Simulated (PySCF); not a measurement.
Question: What does the PBE0-D3(BJ)/def2-SVP structure of `C#CCCBr` look like in three dimensions?

Answer: 
```xyz
10
C4H5Br angstrom
C      2.352   -0.100    0.306
C      1.227   -0.173   -0.137
C     -0.141   -0.249   -0.632
C     -1.128    0.285    0.396
Br    -2.949    0.191   -0.267
H      3.353   -0.042    0.690
H     -0.234    0.324   -1.569
H     -0.393   -1.293   -0.881
H     -1.100   -0.300    1.324
H     -0.933    1.338    0.633
```

Orientation and origin are arbitrary. Atoms count from 1 in this order. The C–C distances run from 1.211 Å (C1≡C2, drawn triple) to 1.522 Å (C3–C4, drawn single), a spread of 0.311 Å. The 5 heavy atoms lie in one plane (0.001 Å rms).

Bonds between heavy atoms (Å): C1≡C2 1.211, C2–C3 1.457, C3–C4 1.522, C4–Br5 1.940.

Method used: PBE0-D3(BJ)/def2-SVP geometry optimisation, gas phase in PySCF 2.14.0.

Point group: Cs (every atom within 0.08 Å of its image). No PBE0-D3(BJ)/def2-SVP frequencies stand behind this structure, so it isn't proved a minimum. The numbers are those of one conformer (C2–C3–C4–Br5 180°).
